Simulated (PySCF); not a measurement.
Sn(OH)3 (H₃O₃Sn), SMILES [OH][Sn+]([OH])[OH], charge +1.

Coordinates come from a PBE0-D3(BJ)/def2-SVP optimisation. The spin state was assumed, not searched. The isomer is the one that the SMILES or the coordinates give; other isomers of the formula were not compared. The def2 effective core potentials stand for the cores of Sn; spin–orbit coupling is left out. The values are those of a single conformer.

Calculation: PBE0-D3(BJ)/def2-SVP run with PySCF.

Frequencies are harmonic and unscaled.

```csv
mode,ν (cm⁻¹),IR (km/mol),Raman (Å⁴/amu),depolarisation,moving atoms (share of kinetic energy)
1,140,42.6,0.1,0.75,"O 70 %, Sn 29 %"
2,143,21.3,3.2,0.74,"O 76 %, Sn 12 %, H 12 %"
3,147,4.3,3.0,0.70,"O 77 %, Sn 12 %, H 11 %"
4,243,0.5,0.1,0.75,H 92 %
5,307,86.9,0.4,0.75,"H 89 %, O 11 %"
6,348,265.7,0.2,0.75,H 97 %
7,645,1.1,44.8,0.08,O 98 %
8,708,95.8,4.6,0.70,"O 80 %, Sn 17 %"
9,714,54.0,6.5,0.63,"O 84 %, Sn 14 %"
10,847,96.4,2.7,0.72,H 92 %
11,888,13.3,2.8,0.74,H 90 %
12,921,108.6,1.0,0.62,H 93 %
13,3794,414.2,51.9,0.38,H 94 %
14,3802,152.5,45.6,0.59,H 94 %
15,3813,293.7,192.5,0.16,H 94 %
```
